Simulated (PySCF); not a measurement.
Se(SH)(SiMe3), C₃H₁₀SSeSi, SMILES C[Si](C)(C)[Se]S at its GFN2-xTB optimised geometry (Å):

```
16

Se    -1.7763     0.1356     0.0000
S     -2.1209     2.2920     0.0000
H     -2.3760     2.4190     1.3043
Si     0.5887     0.1356     0.0000
C      1.1673     0.7013    -1.7262
C      1.0453    -1.6713     0.3781
C      1.1692     1.3373     1.3633
H      2.2500     0.7584    -1.7791
H      0.8295     0.0135    -2.4968
H      0.7681     1.6836    -1.9640
H      0.6010    -2.3457    -0.3477
H      0.6972    -1.9697     1.3622
H      2.1209    -1.8057     0.3470
H      0.7919     1.0415     2.3386
H      0.8179     2.3457     1.1626
H      2.2524     1.3679     1.4195
```

Calculation: CAM-B3LYP/def2-TZVP (PySCF). Cells within 0.4 Å of a nucleus heavier than hydrogen are left out (blank, or x).

Map of the electron localisation function on the plane z = 0.0 Å:

```
|0000000000000000000000000000000|
|0000000111221000000000000000000|
|0001122234554300000000000000000|
|0013344567777510000000000000000|
|0135667778888720000000000000000|
|1357888658999720001100000000000|
|1478897011899710001100000000000|
|2578993xxx599710001100000000000|
|2578994xxx598400001100000000000|
|1467887102775100011100000000000|
|0135677778752000122210000000000|
|0001235777642211234321000000000|
|0000124542245542112431000000000|
|0000135214226871140121000000000|
|00013661xxx17970xxx011000000000|
|00036771xxx17970xxx011000000000|
|0014688425327860151132000000000|
|0014688842245543226874100000000|
|0013678876543224899975443200000|
|0002467765320014788777888740000|
|0000234543100014663269999971000|
|0000012211000025784279999982000|
|0000000000000048999779999982000|
|0000000000000169999757999961000|
|0000000000000269999744678620000|
|0000000000000158998521233100000|
|0000000000000036776310000000000|
|0000000000000002332100000000000|
|0000000000000000000000000000000|
|0000000000000000000000000000000|
|0000000000000000000000000000000|
```
Scale: ten equal steps from 0.000 (start of '0') to 0.995 (end of '9'), in the order '0123456789'; x runs from -4.50 to 4.50, y from -4.50 (bottom) to 4.50 (top).
